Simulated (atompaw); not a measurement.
iridium: one change to a PAW (atompaw) potential, before and after

- Element: iridium (Ir)
- Generator: atompaw 4.2.0.5
- Type: PAW
- Functional: PBEsol
- Relativity: scalar-relativistic
- Frozen core: [Kr] 4d10
- Valence charge: 31
- Reference configuration: 4f14 5s2 5p6 5d8 6s1 6p0
- Partial waves: 5s (bound); 6s (bound); 5p (bound); 6p (bound, empty); 5d (bound); 5d channel at 0.35 Ry; 4f (bound); 4f channel at -2.7 Ry
- Local potential: troulliermartins scheme with l = 4 at 0 Ry, radius 2.15 bohr
- Core correction: smooth core density matched at 2.05 bohr
- Augmentation charge: sinc compensation charge, radius 1.75 bohr; PAW radius 2.35 bohr; waves and projectors: bloechl

Change: core [Xe] 4f14, valence charge 9; reference 5d7 6s0 6p0; waves now 6s (bound); 6s channel at 3 Ry; 6p (bound); 6p channel at 1.55 Ry; 5d (bound); 5d channel at -1.35 Ry; local potential troulliermartins scheme with l = 3 at 0 Ry, radius 2.15 bohr; core correction smooth core density matched at 2.40 bohr; augmentation sinc compensation charge, radius 2.25 bohr; PAW radius 2.95 bohr; waves and projectors: bloechl.

Cutoffs: the cutoffs (Ry, on a coarse ladder) from which the occupation-weighted sum of valence levels, in a spherical-Bessel basis at the reference potential, stays within 10 and 1 mRy of its value at 400 Ry; they do not see the model core or the augmentation charge, which bear on the density cutoff.

What does the change do?

The potential gets softer (60 Ry and 70 Ry → 35 Ry and 40 Ry); a bound ghost appears in s, which as a rule spoils a file. The shells moved into the core no longer need plane waves of their own. Several settings change at once here, so the effects cannot be laid on one of them.

| quantity | base | changed |
| --- | --- | --- |
| cutoff, loose | 60 Ry | 35 Ry |
| cutoff, tight | 70 Ry | 40 Ry |
| bound ghosts | none | s |
| lowest overlap eigenvalue by channel | s 0.55, p 0.78, d 0.99, f 0.54 | s 0.16, p 0.34, d 0.98 |

 A true bound ghost makes a file unfit for plane-wave use even where its test errors are small: the radial tests pick states by their node count and pass the ghost by. The cutoffs see the waves, projectors and local potential, not the compensation charge or the core.
